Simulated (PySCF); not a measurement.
Species: [SnCl5]- (charge -1).
SMILES: `[Cl][Sn-]([Cl])([Cl])([Cl])[Cl]`

Level of theory: PySCF, TDDFT CAM-B3LYP/def2-SVPD, vertical, gas phase, core orbitals frozen in the response, def2 core potentials past Kr. Isolated species at its PBE0-D3(BJ)/def2-SVP geometry, gas phase. Spin–orbit coupling is left out. The geometry's basis has no diffuse functions, a weakness for an anion.

Computed states:

```
state  E (eV)       f
   S1    4.24  0.0000
   S2    4.29  0.0001
   S3    4.67   0.016
   S4    4.67   0.020
   S5    4.92   0.087
   S6    5.04  0.0000
   S7    5.35   0.061
   S8    5.39   0.062
   S9    5.51  0.0001
```

Broadening: Gaussians 0.4 eV wide at half height, area fixed by f = 4.319×10⁻⁹ ∫ε dν̃. The width is an assumption, not a result. The curve ends short of the highest state used, and states not computed would add to its high-energy end.

(1) Give the broadened spectrum and its maxima.

(2) On this curve, what absorbance would a 10⁻³ mol/L sample give at 254 nm over a 1 cm path?

## Answers

(1) 
λ (nm), ε (L mol⁻¹ cm⁻¹) and a bar:
```
    252.6       6933 ##############################
    254.2       6941 ##############################
    255.8       6825 #############################
    257.4       6595 #############################
    259.0       6272 ###########################
    260.6       5877 #########################
    262.2       5434 #######################
    263.8       4963 #####################
    265.4       4481 ###################
    267.0       4000 #################
    268.6       3530 ###############
    270.2       3079 #############
    271.8       2652 ###########
    273.4       2254 ##########
    275.0       1890 ########
    276.6       1562 #######
    278.2       1273 ######
    279.8       1021 ####
    281.4        807 ###
    283.0        628 ###
    284.6        482 ##
    286.2        364 ##
    287.8        272 #
    289.4        200 #
    291.0        145 #
    292.6        104 
    294.2         74 
    295.8         52 
    297.4         37 
    299.0         25 
    300.6         18 
    302.2         12 
    303.8          9 
    305.4          6 
    306.9          4 
    308.5          3 
    310.1          2 
    311.7          2 
    313.3          1 
    314.9          1 
    316.5          1 
    318.1          0 
    319.7          0 
    321.3          0 
    322.9          0 
    324.5          0 
    326.1          0 
    327.7          0 
    329.3          0 
    330.9          0 
    332.5          0 
    334.1          0 
    335.7          0 
    337.3          0 
    338.9          0 
    340.5          0
```

Maxima: 254 nm (4.89 eV), ε about 7000, made up of S5 (83%) (ε in L mol⁻¹ cm⁻¹; maxima over ε = 5, shares over 10%).

(2) 254 nm is 4.881 eV, where ε is about 6900 L mol⁻¹ cm⁻¹, so A = ε c l ≈ 6.9 (Beer–Lambert, with the gas-phase spectrum and the assumed width).

No detachment energy is given for this anion; states above it aren't bound, and a finite basis only mimics them.
